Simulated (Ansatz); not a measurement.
`CCC(C)(C)OC(C)=O` + `OBS` → `CCB(O)S` + `CC(=O)OC(C)C`  (formal exchange of groups at a C–C bond)

Program: Ansatz. Geometries: PBE0-D4/def2-TZVP. ΔE: electronic, gas phase. CBS: MP2 limit from def2 TZ/QZ plus the TZ coupled-cluster correction, frozen cores. Functionals use def2-TZVPP. B3LYP here is the variant with VWN-RPA as its local correlation; programs differ in this. One conformer a species, not always the lowest.

| level | ΔE (kcal/mol) | difference from CCSD(T)/CBS |
| --- | --- | --- |
| LDA (SPW92) | -8.5 | 0.1 |
| BLYP-D4 | -9.4 | -0.8 |
| B97M-V | -10.0 | -1.4 |
| B3LYP-D4 | -9.7 | -1.1 |
| CAM-B3LYP-D4 | -9.5 | -0.9 |
| ωB97X-V | -9.0 | -0.4 |
| B2PLYP | -10.4 | -1.8 |
| revPBE | -13.3 | -4.7 |
| B3LYP | -12.1 | -3.5 |
| r2SCANh | -10.5 | -1.9 |
| r2SCAN0 | -10.6 | -2.0 |
| RPA@PBE/def2-TZVPP | -7.4 | 1.2 |
| HF/def2-SVP | -11.7 | -3.1 |
| HF/CBS(def2) | -12.3 | -3.7 |
| MP2/CBS(def2) | -8.3 | 0.3 |
| CCSD/CBS(def2) | -9.3 | -0.7 |
| CCSD(T)/CBS | -8.6 | 0 |

Largest T1 diagnostic among the species: 0.013.

Leaving LDA and LC-ωPBE aside and taking each functional with its dispersion term where it has one, the values spread over 1.5 kcal/mol, from B2PLYP to ωB97X-V. LDA lies +3.2 kcal/mol from PBE without D4. At CCSD(T), def2-SVP lies +1.7 kcal/mol from the extrapolated value and def2-TZVPP +0.3 kcal/mol.
